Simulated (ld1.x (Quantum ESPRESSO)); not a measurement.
**Transferability test, RRKJ potential for Cd**

```json
{
 "Element": "Cd",
 "Generator": "ld1.x (Quantum ESPRESSO) 7.5",
 "Type": "norm-conserving RRKJ (Kleinman–Bylander form)",
 "Functional": "PBE",
 "Relativity": "non-relativistic",
 "Frozen core": "[Ar] 3d10",
 "Valence charge": "20",
 "Reference configuration": "4s2 4p6 4d10 5s2 5p0",
 "Partial waves": "4p (bound): rc 1.30 bohr; 4d (bound): rc 1.35 bohr; 4s (bound): rc 1.45 bohr",
 "Local potential": "the s channel",
 "Core correction": "none",
 "rho0": "0.005"
}
```

Occupied shells without a wave of their own: 5s. They enter only through the test configuration that unscreens the potential.

Energies are relative to the spin-unpolarised reference configuration 4s2 4p6 4d10 5s2 5p0; without spin polarisation the order of configurations can differ from experiment. The frozen-core shift is the all-electron ΔE with the core orbitals held at their reference shape minus the fully relaxed ΔE.

```json
{"valence configuration": "4s2 4p6 4d10 5s1 5p0", "charge": "+1", "ΔE all-electron (eV)": "8.731", "error AE − PS (meV)": "-2189", "frozen-core shift (meV)": "+0.1"}
{"valence configuration": "4s2 4p6 4d10 5s0 5p0", "charge": "+2", "ΔE all-electron (eV)": "24.998", "error AE − PS (meV)": "-5493", "frozen-core shift (meV)": "+0.1"}
{"valence configuration": "4s2 4p6 4d9 5s0 5p0", "charge": "+3", "ΔE all-electron (eV)": "63.496", "error AE − PS (meV)": "-7780", "frozen-core shift (meV)": "+0.5"}
{"valence configuration": "4s2 4p5 4d10 5s2 5p0", "charge": "+1", "ΔE all-electron (eV)": "72.431", "error AE − PS (meV)": "+52", "frozen-core shift (meV)": "+1.9"}
{"valence configuration": "4s2 4p6 4d10 5s0 5p2", "charge": "0", "ΔE all-electron (eV)": "8.551", "error AE − PS (meV)": "-3365", "frozen-core shift (meV)": "+0.1"}
```

(1) What are ΔE and the potential's error for 4s1 4p6 4d10 5s2 5p0?

(2) What are ΔE and the potential's error for 4s2 4p6 4d10 5s1 5p1?

The potential misses its own reference levels by up to 1.7 eV, so it is not fit for use.

## Answers

(1) ΔE = 105.533 eV all-electron; the error (AE − PS) is -0.9 meV.

(2) ΔE = 4.142 eV all-electron; the error (AE − PS) is -1579 meV.

These tests converged, but a pseudo level misses the all-electron one widely, so the file describes the atom poorly there or has found another state: 4s2 4p6 4d10 5s1 5p0: 5s by 2.7 eV; 4s2 4p6 4d10 5s0 5p0: 4d by 2.2 eV; 4s2 4p6 4d9 5s0 5p0: empty 5s by 5.2 eV; 4s2 4p5 4d10 5s2 5p0: 5s by 2.8 eV; 4s2 4p6 4d10 5s0 5p2: empty 5s by 2.2 eV; 4s1 4p6 4d10 5s2 5p0: 5s by 2.8 eV; 4s2 4p6 4d10 5s1 5p1: 5s by 2.1 eV. The 5s level has no wave, so the channel is fitted at the deeper level alone: the likely source of the large errors.
